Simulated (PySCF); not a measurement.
**Electric field gradients and quadrupole coupling constants**

Compound: C4H3S3 (charge -1).
Numbering: `[S-:1][c:2]1[s:3][cH:4][cH:5][c:6]1[SH:7]` (hydrogens: H8 on C4; H9 on C5; H10 on S7)

Structure used (GFN2-xTB), in Å, numbered top down from 1:
```xyz
10
C4H3S3 angstrom
S      2.0819   -0.6409   -1.6940
C      0.6607   -0.5128   -0.7923
S     -0.7132   -1.6135   -0.9231
C     -1.5995   -0.7386    0.2884
C     -0.8941    0.3208    0.7608
C      0.3685    0.4476    0.1568
S      1.5635    1.6988    0.5136
H     -2.5796   -1.0774    0.5616
H     -1.2529    0.9987    1.5176
H      2.3736    1.1221   -0.4120
```

Field gradients from the PBE0/pcSseg-1 density (PySCF, non-relativistic), principal values in atomic units, ordered |Vxx| ≤ |Vyy| ≤ |Vzz|:

```tsv
atom	Vxx	Vyy	Vzz
S1	-0.9838	-1.3308	2.3146
S3	-0.1496	-1.7687	1.9183
S7	0.2267	2.1115	-2.3382
```

Task: Find the asymmetry η = (Vxx − Vyy)/Vzz and the couplings χ = eQV/h (234.96 MHz × Q in barn × V in au), with Q(33S) = −0.0678 b.

Result: 
```tsv
atom	environment	nucleus	η	χzz (MHz)	χxx (MHz)	χyy (MHz)
S1	thiolate sulfur	33S	0.15	-36.87	15.67	21.20
S3	thiophene-type sulfur	33S	0.84	-30.56	2.38	28.18
S7	thiol sulfur	33S	0.81	37.25	-3.61	-33.64
```

Task: What is Vzz at S3 in SI units (1 au = 9.71736 × 10²¹ V/m²)?

Result: 1.9183 au = 18.641 × 10²¹ V/m².

Task: And the gradient at the other heavy atoms, for which no coupling is worked out here?

Result: 
```
atom                        environment  Vzz (au)     η
  C2        substituted aromatic carbon    -0.235  0.52
  C4  aromatic CH next to a ring sulfur     0.206  0.59
  C5                 aromatic CH carbon     0.198  0.31
  C6        substituted aromatic carbon     0.195  0.60
```

Task: What couplings would deuterons (Q(2H) = 0.00286 b) have in place of the hydrogens, at this geometry?

Result: 
| atom | bonded to | bond length (Å) | Vzz (au) | η | χzz (kHz) |
| --- | --- | --- | --- | --- | --- |
| H8 | C4 | 1.072 | 0.3573 | 0.11 | 240 |
| H9 | C5 | 1.078 | 0.3418 | 0.06 | 230 |
| H10 | S7 | 1.359 | 0.1867 | 0.25 | 125 |

The structure is a single GFN2-xTB conformer in the gas phase; no vibrational or solvent corrections. The pcSseg-1 basis has no diffuse functions, a weakness for an anion. GFN2-xTB bond lengths can be off by several hundredths of an ångström, more for odd bonds, and the gradients follow them. The small basis limits the accuracy of the gradients.

These values come from a run that also computed NMR shieldings. On Intel Xeon Platinum 8259CL at 2.50 GHz, one thread, no GPU, on a shared host, this took 26 s of wall time and 0.75 GiB of memory at its peak.
